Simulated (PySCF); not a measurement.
Start geometry of `B1C=CC=CN1` from GFN2-xTB (Å):
```
atom  x, y, z in Å
B1     1.2689    0.7294    0.0040
C2    -0.0727    1.4322    0.0340
C3    -1.2172    0.6915    0.0264
C4    -1.1706   -0.7201   -0.0098
C5     0.0242   -1.3677   -0.0364
N6     1.1926   -0.6839   -0.0300
H7     2.3242    1.2392    0.0064
H8    -0.1730    2.5103    0.0624
H9    -2.1936    1.1609    0.0475
H10   -2.0866   -1.2901   -0.0158
H11    0.0779   -2.4490   -0.0639
H12    2.0272   -1.2535   -0.0511
```

What comes out of this run: PySCF, BHandHLYP/def2-SVP geometry optimisation, gas phase?

```
atom  x, y, z in Å
B1     1.2075    0.7350   -0.0373
C2    -0.1338    1.4363    0.0037
C3    -1.2683    0.6753   -0.0001
C4    -1.2213   -0.7453   -0.0410
C5    -0.0241   -1.3852   -0.0781
N6     1.1401   -0.6899   -0.0767
H7     2.2905    1.2489   -0.0395
H8    -0.2393    2.5167    0.0359
H9    -2.2500    1.1437    0.0285
H10   -2.1347   -1.3271   -0.0431
H11    0.0442   -2.4675   -0.1099
H12    1.9813   -1.2396   -0.1058
```

The energy falls by 0.019 eV over 5 energy and gradient evaluations, the largest force component goes from 0.0123 to 4.2e-04 Eh/bohr, and the atoms move by 0.013 Å rms after alignment. The bond that changes most is B1–H7 (ring boron to B–H hydrogen), which lengthens by 0.027 Å. Bonds longer at the end by more than 0.005 Å: 3 of 12; shorter: 1. Rotational constants go from 5784, 5409, 2795 to 5726, 5397, 2778 MHz. The orientation of the end geometry is arbitrary; only internal coordinates are fixed.

The run used 114 basis functions and 30 SCF cycles in all. On one thread, Arm Neoverse N1 (aarch64) (shared host), this took 24 s wall and 0.50 GiB of memory at its peak.

Not checked by BHandHLYP/def2-SVP frequencies.
